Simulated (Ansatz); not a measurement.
Consider the formal exchange of groups at the Si–N bond: `BN(C=C)[SiH2]Cl` + `C[SiH2]N` → `N[SiH2]C[SiH2]Cl` + `BNC=C`.

Computed with Ansatz on PBE0-D4/def2-TZVP structures; ΔE is electronic, products minus reactants. CBS: MP2 limit from def2 TZ/QZ plus the TZ coupled-cluster correction, frozen cores. DFT in def2-TZVPP. B3LYP here is the variant with VWN-RPA as its local correlation; programs differ in this. Each species was taken in one conformer, which may not be the lowest.

| level | ΔE (kJ/mol) | difference from CCSD(T)/CBS |
| --- | --- | --- |
| r2SCAN-D4 | 22.2 | -6.8 |
| B3LYP-D4 | 26.5 | -2.5 |
| ωB97X-V | 25.2 | -3.8 |
| ωB97M-V | 25.7 | -3.3 |
| SCS-MP2/def2-TZVPP | 31.7 | 2.7 |
| CCSD/def2-TZVPP | 28.7 | -0.3 |
| CCSD(T)/def2-TZVPP | 29.4 | 0.4 |
| HF/def2-QZVPP | 27.7 | -1.3 |
| SCS-MP2/def2-QZVPP | 31.7 | 2.7 |
| HF/CBS(def2) | 27.8 | -1.2 |
| CCSD(T)/CBS | 29.0 | 0 |

Largest T1 diagnostic among the species: 0.013.

The D4 term adds +4.7 kJ/mol with B3LYP and +2.5 kJ/mol with PBE0; it sums over pairs of atoms, weighted by their polarisabilities, and B3LYP, whose exchange is more repulsive, gets the larger term.

CCSD(T)/CBS has its own doubt, a few kJ/mol and more with outer-core shells, so smaller differences from it don't rank the levels.
